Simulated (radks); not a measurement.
All-electron atom: Pr2+ in [Xe] 4f1 6p2 (not the ground configuration). Calculated with a radial shooting solver on a logarithmic mesh with Libxc functionals: scalar-relativistic Kohn-Sham, PBE, spin-unpolarised, spherical densities, finite nucleus; Fermi nuclear charge, rms radius 4.8919 fm.

Normalised radial functions P(r) = r R(r), r in bohr:

r              4s       5p       6p
0.002125   0.1586   0.0029   0.0012
0.003352   0.2205   0.0064   0.0026
0.005289   0.2910   0.0138   0.0056
0.008345   0.3507   0.0295   0.0119
0.01317    0.3545   0.0600   0.0243
0.02077    0.2289   0.1127   0.0456
0.03278   -0.0837   0.1829   0.0740
0.05171   -0.4786   0.2255   0.0912
0.08159   -0.5273   0.1349   0.0543
0.1277     0.1602  -0.1375  -0.0561
0.2015     0.8735  -0.3260  -0.1313
0.3179     0.0350   0.0345   0.0172
0.5015    -1.4000   0.4907   0.1955
0.7913    -1.0942  -0.0293  -0.0373
1.248     -0.2291  -0.8540  -0.3167
1.97      -0.0105  -0.7189   0.0289
3.108     -0.0001  -0.1896   0.5566
4.903     0.0000  -0.0134   0.4532
7.736     0.0000  -0.0001   0.0888
12.21      0.0000  0.0000   0.0028

4s: eigenvalue -324.76 eV, 3 radial nodes at r = 0.0297, 0.118, 0.321 bohr, <r> = 0.620 bohr, 90 % of the charge inside 0.889 bohr. 5p: eigenvalue -46.471 eV, 3 radial nodes at r = 0.105, 0.310, 0.780 bohr, <r> = 1.62 bohr, 90 % of the charge inside 2.34 bohr. 6p: eigenvalue -13.519 eV, 4 radial nodes at r = 0.104, 0.308, 0.758, 1.93 bohr, <r> = 3.92 bohr, 90 % of the charge inside 5.53 bohr.
